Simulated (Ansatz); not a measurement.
Calculated with Ansatz (gas phase, PBE0-D4/def2-TZVP geometries, no zero-point term in ΔE). CBS: MP2 limit from def2 TZ/QZ plus the TZ coupled-cluster correction, frozen cores. This one scheme is used for every species. Functionals use def2-TZVPP. HSE06 is defined as in plane-wave codes. One conformer a species, not always the lowest.

Reaction (ligand exchange at the Si–O bond): `O=C[SiH](Cl)O[SiH3]` + `[F][AlH][SH]` → `[F][AlH][S][SiH3]` + `O=C[SiH](O)Cl`

```tsv
level	ΔE (eV)
PBE-D4	0.28
HSE06-D4	0.32
r2SCAN	0.39
BHLYP	0.54
RPA@PBE/def2-TZVPP	0.53
MP2/def2-QZVPP	0.44
HF/CBS(def2)	0.67
CCSD/CBS(def2)	0.48
```

(1) What does CCSD(T)/CBS give? (Best estimate.)

Largest T1 diagnostic among the species: 0.014.

Answers

(1) Computed: +0.44 eV. The listed levels differ from it by -0.16, -0.12, -0.05, 0.10, 0.09, 0.00, 0.23, 0.04 eV.

Leaving LDA and LC-ωPBE aside and taking each functional with its dispersion term where it has one, the values, not all of them listed here, spread over 0.28 eV, from PBE-D4 to BHLYP-D4. At CCSD(T), def2-SVP lies +0.06 eV from the extrapolated value and def2-TZVPP +0.04 eV. From PBE to PBE0 (25 % exact exchange), in def2-TZVPP and without D4, ΔE moves by +0.05 eV.
